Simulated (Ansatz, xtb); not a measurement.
System: Si₂H₄, net charge 0, triplet state. This is an excited triplet: at this geometry the singlet lies 0.18 eV lower at RI-MP2/CBS(aug-cc-pV(T+d)Z,aug-cc-pV(Q+d)Z)+[CCSD(T)-MP2]/aug-cc-pV(T+d)Z. SMILES: [SiH][SiH3]
Geometry from a B3LYP-D3(BJ)/def2-TZVP (Ansatz, a quantum-chemistry and plane-wave program) optimisation:
```
Si
H 1 1.4804
H 1 1.4844 2 109.21
H 1 1.4844 2 109.21 3 118.63
Si 1 2.3277 2 107.05 3 -120.69
H 5 1.4907 1 121.55 2 180.00
```
Charge 0, spin multiplicity 3.

Harmonic wavenumbers from GFN2-xTB (xtb, at its own minimum), cm⁻¹: 163, 367, 377, 505, 551, 787, 796, 857, 2099, 2111, 2144, 2200.

Task: Give the harmonic wavenumbers at B3LYP-D3(BJ)/def2-TZVP (Ansatz, finite differences of forces, unscaled).

Result: 113, 420, 422, 520, 647, 886, 937, 948, 2165, 2203, 2208, 2238 cm⁻¹. Zero-point energy 19.6 kcal/mol.

Task: From these and the geometry, give the ideal-gas thermochemistry at 298.15 K and 1 atm (rigid rotor, harmonic oscillator).

Result: Point group Cs, rotational symmetry number 1. Rotational constants 68.3, 5.543, 5.451 GHz. S(trans) 38.21, S(rot) 22.57, S(vib) 6.36, S(elec, spin only) 2.18, S 69.3 cal/(mol K). H(298) - H(0) 3.49 kcal/mol; G - E(el) 2.4 kcal/mol.
